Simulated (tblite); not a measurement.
C₇H₆N₂S₂.
Numbering: `[CH3:1][S:2][c:3]1[cH:4][cH:5][c:6]2[s:7][n:8][n:9][c:10]2[cH:11]1` (hydrogens: H12, H13, H14 on C1; H15 on C4; H16 on C5; H17 on C11)

Cartesian coordinates in Å at the GFN2-xTB level; atoms count from 1:
```xyz
17
C7H6N2S2 angstrom
C     -3.0256   -0.7846   -0.5048
S     -2.3110    0.8812   -0.4314
C     -0.5990    0.5932   -0.1270
C      0.1935    1.7544   -0.0254
C      1.5430    1.6906    0.2154
C      2.1207    0.4346    0.3597
S      3.7425   -0.0665    0.6711
N      3.2767   -1.6768    0.6356
N      2.0665   -1.8670    0.4211
C      1.3324   -0.7390    0.2536
C     -0.0392   -0.6593    0.0078
H     -2.8883   -1.2906    0.4462
H     -4.0844   -0.6389   -0.6946
H     -2.5782   -1.3441   -1.3208
H     -0.2913    2.7114   -0.1437
H      2.1388    2.5858    0.2918
H     -0.6043   -1.5724   -0.0644
```

All values are computed: GFN2-xTB (tblite) harmonic vibrations without scaling, gas phase. Against measured fundamentals such values can be off by several per cent, at times by over 20. One conformer, not necessarily the lowest.

Harmonic wavenumbers (cm⁻¹): 43.5, 95.9, 156.2, 190.6, 218.0, 261.5, 289.6, 340.6, 392.0, 396.7, 493.3, 514.2, 580.3, 597.0, 641.1, 692.9, 727.2, 738.4, 800.7, 822.6, 849.5, 908.9, 909.1, 936.8, 953.0, 1045.5, 1077.8, 1167.2, 1221.0, 1234.5, 1312.0, 1337.0, 1379.4, 1432.2, 1447.5, 1450.2, 1452.4, 1530.1, 1575.0, 3028.4, 3037.1, 3059.7, 3096.3, 3108.3, 3131.3.

A = 2410, B = 482.6, C = 403.1 MHz; mass 181.997 u (most abundant isotopes); point group Cs, symmetry number 1.

Q: What is the zero-point energy?

A: Half the sum of the wavenumbers: 25336 cm⁻¹ = 303.09 kJ/mol.

Q: Give the ideal-gas entropy at 500 K and 1 bar in the rigid-rotor, harmonic-oscillator model (classical rotation).

A: Translation 184.50, rotation 135.76, vibration 198.14: S = 518.4 J/(mol K).

Q: And Cp and H(500 K) − H(0)?

A: Cp = 238.49 J/(mol K), of which vibrations give 205.23 (their classical limit is 45 R = 374.2); H(500 K) − H(0) = 69.55 kJ/mol without the zero-point energy, 52.92 from vibrations.

Q: Which modes carry the vibrational entropy at 500 K?

A: 43.5 cm⁻¹: 25.60; 95.9 cm⁻¹: 19.05; 156.2 cm⁻¹: 15.03; 190.6 cm⁻¹: 13.41; 218.0 cm⁻¹: 12.33; 261.5 cm⁻¹: 10.87 J/(mol K); the other 39 give 101.85 together.

Q: What must be added to the electronic energy to get the Gibbs energy at 500 K and 1 bar?

A: ZPE + [H(500 K) − H(0)] − T·S = 303.09 + 69.55 − 259.20 = 113.44 kJ/mol.

Q: How do the functions run with temperature in this model?

A: 
| T (K) | S (J/(mol K)) | Cp (J/(mol K)) | H − H(0) (kJ/mol) | G − H(0) (kJ/mol) | ln q(vib) |
| --- | --- | --- | --- | --- | --- |
| 100 | 294.7 | 72.1 | 5.01 | -24.46 | 1.33 |
| 200 | 358.9 | 118.6 | 14.54 | -57.24 | 3.57 |
| 300 | 415.7 | 164.7 | 28.72 | -96.00 | 6.01 |
| 800 | 645.9 | 301.8 | 151.65 | -365.05 | 18.48 |
| 1000 | 716.1 | 326.8 | 214.67 | -501.41 | 23.01 |

q(vib) and H(0) count from the zero-point level.

Q: Blend soft modes into free rotors: weight 1/[1 + (100 cm⁻¹/ν̃)⁴] for the oscillator and the rest for a rotor with moment μB/(μ + B), μ = h/(8π²ν), B = 10⁻⁴⁴ kg m². What vibrational entropy results?

A: 187.18 J/(mol K) in place of 198.14, which changes −T·S at 500 K by +5.48 kJ/mol.

Hindered rotation and anharmonicity are outside this model. Other conformers, if any are populated, would add a mixing term that is left out.

Hardware: an Arm Neoverse V2 with one thread (shared host). Cost: 0.68 s of wall time. The figure is for the frequency step alone.
